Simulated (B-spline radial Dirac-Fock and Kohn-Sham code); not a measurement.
Ta³⁴⁺: eigenvalues, ΔSCF and the reference

System: the Ta³⁴⁺ ion, configuration [Kr] 4d3.

The density-functional columns are spherical, spin-unpolarised Dirac-Kohn-Sham results without Breit or QED terms: −ε is minus the orbital energy of the initial state and ΔSCF the difference of two total energies. The reference in the last column comes from Dirac-Fock ΔSCF + Breit + QED. All numbers are from a radial B-spline solver, in eV; a selection of levels is shown. The Kohn-Sham columns are given as differences from the reference. For the 1s level of heavy atoms much of the gap between ΔSCF and the reference is the Breit and QED part, -335.0 eV here; for other levels the error of the functional can be larger.

| level | LDA −ε − DF | LDA ΔSCF − DF | Dirac-Fock |
| --- | --- | --- | --- |
| 1s | -249.7 | +321.3 | 68829.7 |
| 2s | -184.2 | -58.4 | 13111.7 |
| 2p1/2 | -137.8 | +16.6 | 12560.5 |
| 2p3/2 | -150.7 | -13.8 | 11304.5 |
| 3s | -104.0 | -51.8 | 4101.3 |
| 3p1/2 | -86.0 | -31.3 | 3861.1 |
| 3p3/2 | -84.4 | -33.0 | 3580.7 |
| 3d3/2 | -59.8 | -1.5 | 3183.5 |
| 3d5/2 | -61.0 | -3.9 | 3123.6 |
| 4s | -42.0 | -14.8 | 1785.8 |
| 4p1/2 | -27.6 | -0.3 | 1676.9 |
| 4p3/2 | -28.4 | -2.3 | 1593.8 |
| 4d | -23.5 | +2.9 | 1424.2 |

Values without a named source are computed, but for edge energies of neutral atoms, which are taken from tables.
